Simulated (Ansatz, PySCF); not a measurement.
Te(NH2)(OSiH3) (H5NOSiTe), SMILES N[Te]O[SiH3].

Geometry: PBE0-D3(BJ)/def2-SVP. The structure was generated by enumeration, and PubChem lists no compound with its InChIKey, so it may never have been made. The def2 effective core potentials stand for the cores of Te; spin–orbit coupling is left out. One conformer was computed; it need not be the lowest.

Vertical ionisation energy (IE) and electron affinity (EA) in eV. Rows of orbital energies are one-electron estimates. Where ΔSCF, EOM or ADC give a negative EA the extra electron is unbound and the value depends on the basis.

| level | IE | EA |
|---|---|---|
| −ε(HOMO), −ε(LUMO), CAM-B3LYP/def2-TZVP (PySCF) | 7.54 | 0.48 |
| −ε(HOMO), −ε(LUMO), PBE/def2-TZVP (PySCF) | 5.12 | 2.37 |
| ΔSCF, PBE0/def2-SVPD (Ansatz), final states of multiplicity 2 and 2 | 8.39 | -0.02 |
| ΔSCF, PBE/def2-SVPD (Ansatz), final states of multiplicity 2 and 2 | 8.22 | 0.04 |

### Question
What vertical singlet–triplet gap does ΔSCF give with PBE0/def2-SVPD (Ansatz, a program for electronic structure) and with PBE/def2-SVPD (Ansatz)? (Estimate from the structure and the level; the computed values follow.)

### Answer
2.55 and 2.51 eV (triplet above singlet where positive).
